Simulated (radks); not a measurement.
Q: The iodine ion I9+ is in [Kr] 4d(3/2: 4, 5/2: 4). All-electron calculation, Dirac Kohn-Sham, PBE, spin-unpolarised, spherical densities, finite nucleus; Fermi nuclear charge, rms radius of each element as measured or else 0.836 A^(1/3) + 0.57 fm. Program: a radial shooting solver on a logarithmic mesh with Libxc functionals. Sub-shells are occupied by j as written (lower j first in brackets). One electron is removed from 4p3/2, 4p1/2, 4d3/2, 4d5/2 in turn, with full relaxation. Which removal costs least, and what does each cost?

A: 4d5/2 198.99 eV; 4d3/2 201.05 eV; 4p3/2 277.30 eV; 4p1/2 289.20 eV. The 4d5/2 electron leaves first.
